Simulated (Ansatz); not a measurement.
The first iterations of a band of FH6O2SbSi2 (12 atoms, charge 0, multiplicity 1).

All numbers below come from RHF/def2-SVP in Ansatz 0.2.0.

```json
{
  "movable images": "5",
  "climbing image": "yes",
  "spring": "5.0 eV/Å²",
  "optimiser": "quadratic models (default)",
  "start path": "IDPP",
  "force threshold": "0.03 eV/Å",
  "iteration limit": "6",
  "end points": "relaxed"
}
```

Initial state:

```xyz
12
Properties=species:S:1:pos:R:3
O -1.907 0.597 0.293
Si -0.905 -0.430 -0.514
Si 0.468 -1.651 0.980
O 0.075 0.434 -1.534
Sb 0.910 2.179 -1.631
F 0.068 2.777 0.006
H -1.542 1.400 0.640
H -1.759 -1.324 -1.318
H 1.387 -2.548 0.230
H -0.350 -2.482 1.899
H 1.295 -0.723 1.797
H 2.336 1.714 -0.815
```

Final state:

```xyz
12
Properties=species:S:1:pos:R:3
O -2.037 0.842 0.553
Si -0.714 0.025 -0.006
Si 0.408 -1.055 1.772
O 0.348 1.072 -0.711
Sb 1.241 1.506 -2.379
F 2.107 -0.195 -2.556
H -1.941 1.477 1.245
H -1.237 -0.918 -1.014
H 1.649 -1.714 1.293
H -0.461 -2.080 2.406
H 0.774 -0.055 2.811
H -0.061 1.039 -3.381
```

| iteration | highest image above the first end (eV) | largest band force component (eV/Å) |
| --- | --- | --- |
| 1 | 0.712 | 1.699 |
| 2 | 0.269 | 1.511 |

**Question.** Does the band converge within its limit, and where does its top end?

**Answer.** It did not converge within its limit. It ended after 6 iterations with the highest image 0.110 eV above the first end. The band didn't meet its force threshold, so its energies are provisional: the largest band force was still 0.17 eV/Å, and over the last iterations the top moved between 0.11 and 0.12 eV.

The run took 83 s on 2 threads of Intel(R) Xeon(R) Platinum 8488C (Sapphire Rapids) (shared host), peak memory 0.37 GiB.
